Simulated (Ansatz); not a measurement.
A made-up structure of BH2Te, doublet:

B1  (-0.105, -0.975, 0.308)
Te2  (0.456, 1.247, -0.076)
H3  (0.443, -1.801, 1.200)
H4  (-0.793, 1.529, -1.431)
(Å)

It is relaxed with PBE-D4/def2-SVP and then PBE0-D4/def2-TZVP (Ansatz 0.2.0). Atoms count as bonded within 1.22 times the sum of their covalent radii (H–H: 0.88 Å). The end point is not checked to be a true minimum.

Q: Does its bonding change? (Judge from chemistry; the calculation decides.)

A: The calculation gives: No: no bond forms or breaks.

Where it ends: The first stage lowers the energy by 0.61 eV in 5 steps. It ends as BH₂Te ([BH][TeH]):
```
atom    x (Å)    y (Å)    z (Å)
  B1  -0.0939  -0.8705   0.2750
 Te2   0.4068   1.1142  -0.0682
  H3   0.3953  -1.6083   1.0711
  H4  -0.7082   1.3645  -1.2779
```

Labels in which every atom is bracketed show which atoms are joined, not bond orders.

For scale, one of the runs: PBE0-D4/def2-TZVP relaxation, 93 basis functions, launched by `ansatz run in.yaml --threads 2 --pin off --events-out ev --progress --plain --max-ram 4352MiB`. The run took about 8.5 s on 2 CPU threads of an Arm Neoverse V2 (shared host).
